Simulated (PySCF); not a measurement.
# Vertical excitation energies

Compound: C7H9NO.
SMILES with atom numbers: `[N:1]#[C:2][C@@H:3]1[CH2:4][CH2:5][C@H:6]2[O:7][C@H:8]2[CH2:9]1` (hydrogens: H10 on C3; H11, H12 on C4; H13, H14 on C5; H15 on C6; H16 on C8; H17, H18 on C9)

Computed with PySCF 2.14.0, density-fitted response routines, TDDFT wB97X-D/def2-SVPD, vertical, gas phase, core orbitals frozen in the response. Geometry: PBE0-D3(BJ)/def2-SVP, one conformer, isolated molecule.

Problem. List the vertical singlet excitations with oscillator strengths and describe the spectrum.

Solution. 

| state | E (eV) | E (kJ/mol) | λ (nm) | f | main configurations (H = HOMO, L = LUMO) |
| --- | --- | --- | --- | --- | --- |
| S1 | 7.69 | 742 | 161.2 | 0.0000 | H-3→L+1 (20%), H-2→L+2 (18%), H-3→L (9%) |
| S2 | 8.03 | 775 | 154.4 | 0.0023 | H-2→L+2 (21%), H-3→L+2 (10%) |
| S3 | 8.04 | 775 | 154.3 | 0.0040 | H-3→L+2 (13%), H-2→L+2 (10%), H-2→L+1 (10%) |
| S4 | 8.11 | 782 | 153.0 | 0.016 | H→L (47%), H→L+1 (20%) |
| S5 | 8.30 | 801 | 149.4 | 0.0015 | H→L+8 (24%), H→L+1 (19%), H→L+3 (18%) |
| S6 | 8.60 | 830 | 144.2 | 0.016 | H-1→L (42%), H-1→L+1 (11%), H→L+5 (11%) |
| S7 | 8.64 | 834 | 143.5 | 0.0019 | H→L+1 (24%), H-1→L (20%), H→L (11%) |
| S8 | 8.74 | 843 | 141.9 | 0.034 | H→L+2 (21%), H→L+6 (20%), H→L+5 (20%) |
| S9 | 8.87 | 856 | 139.8 | 0.019 | H-1→L+1 (47%), H-1→L (16%), H-3→L+1 (10%) |
| S10 | 8.94 | 863 | 138.6 | 0.014 | H→L+2 (30%), H→L+5 (27%), H→L+3 (10%) |

Triplets (Tamm–Dancoff): T1 6.41 eV, H-3→L+2 (21%), H-2→L+1 (15%); T2 7.05 eV, H-2→L+2 (20%), H-3→L+1 (18%); T3 7.06 eV, H-3→L+2 (28%), H-2→L+1 (13%), H-3→L+4 (8%); T4 7.73 eV, H-2→L+2 (26%), H-3→L+1 (14%).

The lowest singlet lies at 7.69 eV (161 nm, vacuum ultraviolet) and is dark (f under 0.0005); its leading configuration is HOMO-3→LUMO+1 (20%). The most intense listed level is S8 at 8.74 eV (142 nm, f = 0.034), 1.05 eV above S1. S2/S3 lie within about 0.01 eV of each other. Löwdin shares by element: HOMO oxygen 63%, carbon 19% or more (atoms not listed hold the other 18%); LUMO carbon 32% or more, hydrogen 16% or more (atoms not listed hold the other 52%). Weighted by f, the mean energy of these states is 8.63 eV. Of the 10 states listed, 5 reach f = 0.01 and 1 stays under 0.0005. Orbital energies (eV): HOMO-3 -11.46, HOMO-2 -11.21, HOMO-1 -10.50, HOMO -10.06, LUMO 2.00, LUMO+1 2.37, LUMO+2 2.53. All these states lie below the vertical ionisation energy of 10.33 eV (ΔSCF). The window holds the lowest 10 singlets.

Time: 5.9 min of wall time. Hardware: one thread of an Arm Neoverse V1, on a shared host.
